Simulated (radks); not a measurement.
Problem. The mean radii <r> (bohr) of the occupied orbitals of an atom or ion are listed with their occupations. All-electron calculation, Dirac Kohn-Sham, PBE, spin-unpolarised, spherical densities, finite nucleus; Fermi nuclear charge, rms radius of each element as measured or else 0.836 A^(1/3) + 0.57 fm. Program: a radial shooting solver on a logarithmic mesh with Libxc functionals.

| orbital | occ. | <r> |
|---|---|---|
| 1s1/2 | 2 | 0.01687 |
| 2s1/2 | 2 | 0.07047 |
| 2p1/2 | 2 | 0.05798 |
| 2p3/2 | 4 | 0.06653 |
| 3s1/2 | 2 | 0.1833 |
| 3p1/2 | 2 | 0.1736 |
| 3p3/2 | 4 | 0.1893 |
| 3d3/2 | 4 | 0.1648 |
| 3d5/2 | 6 | 0.1696 |
| 4s1/2 | 2 | 0.4069 |
| 4p1/2 | 2 | 0.4094 |
| 4p3/2 | 4 | 0.4434 |
| 4d3/2 | 4 | 0.4518 |
| 4d5/2 | 6 | 0.4630 |
| 5s1/2 | 2 | 0.9224 |
| 4f5/2 | 6 | 0.4944 |
| 4f7/2 | 8 | 0.5014 |
| 5p1/2 | 2 | 0.9919 |
| 5p3/2 | 4 | 1.082 |
| 5d3/2 | 4 | 1.363 |
| 5d5/2 | 3 | 1.401 |

Name the element and its charge. Open shells, if any, fill j = l - 1/2 first.

Solution. Z = 79, gold, charge +4: Au4+ in [Xe] 4f14 5d7. The 1s radius gives Z: for a bare nucleus <r> = (2 gamma + 1)/(2Z) with gamma = sqrt(1 - (Z/c)^2), 0.01667 bohr for Z = 79, and screening makes it slightly larger (0.01687 here). The occupations add up to 75, and the charge is Z minus that.
